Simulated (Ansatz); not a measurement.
CH$_{3}$Zn, charge +1, singlet, geometry from GFN2-xTB (such geometries of metal compounds can be far from the true shape); R2SCAN/6-31G* in Ansatz (a quantum-chemistry and plane-wave program).

The Ansatz input:
Ansatz 0.2 input:
```yaml
crystal:
  periodic: [false, false, false]
  atoms:
    - {symbol: Zn, position_ang: [-0.34914678, -0.20143649, -0.26629558]}
    - {symbol: C, position_ang: [1.09381840, 0.63106679, 0.83425947]}
    - {symbol: H, position_ang: [1.59595133, -0.20267503, 1.33375943]}
    - {symbol: H, position_ang: [0.57940379, 1.30261333, 1.52792074]}
    - {symbol: H, position_ang: [1.73613783, 1.15675559, 0.12163043]}
basis:
  gaussian:
    orbitals: 6-31G*
hamiltonian:
  xc: r2scan
total_charge: 1
accuracy: high
```

It wrote (shortened):

```
Functional definition: r2SCAN
1112 factors; integrals over basis functions are off by at most 4.0e-9 eV
mean field evaluation 1: about -49467.1487 eV, gradient 8.8e1 eV
mean field evaluation 2: about -49380.5567 eV, gradient 1.6e2 eV
mean field evaluation 4: about -49486.5704 eV, gradient 1.2e1 eV
mean field evaluation 8: about -49486.9270 eV, gradient 5.4e-1 eV
mean field evaluation 16: about -49486.9276 eV, gradient 1.6e-5 eV
mean field -49486.92757425 eV, -1818.6110449092 hartree, gradient 1.1e-8 eV, S^2 0.000000; 0 other end points of the search recorded, 0 dependent functions left out
reference -49486.92757508 eV, -1818.6110449401 hartree; 19, 19 occupied and 38, 38 virtual orbitals, 1112 factors
Total energy: -49486.92757508 eV, -1818.6110449401 hartree
```
